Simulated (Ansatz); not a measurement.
Problem. Name a neutral molecule of B, F, O, Zn and H with size of the dipole moment (B3LYP/def2-TZVPP) between 3.45 and 3.75 D and size of the dipole moment (PBE/def2-TZVPP) between 3.50 and 3.80 D (Ansatz, PBE0-D4/def2-TZVP geometry).

Solution. `OB(O)[O][Zn][F]` (3.68 D, 3.59 D). Other molecules can fit too; these were computed, each in one conformer that needn't be the lowest.

B3LYP here is the variant with VWN-RPA as its local correlation; programs differ in this.
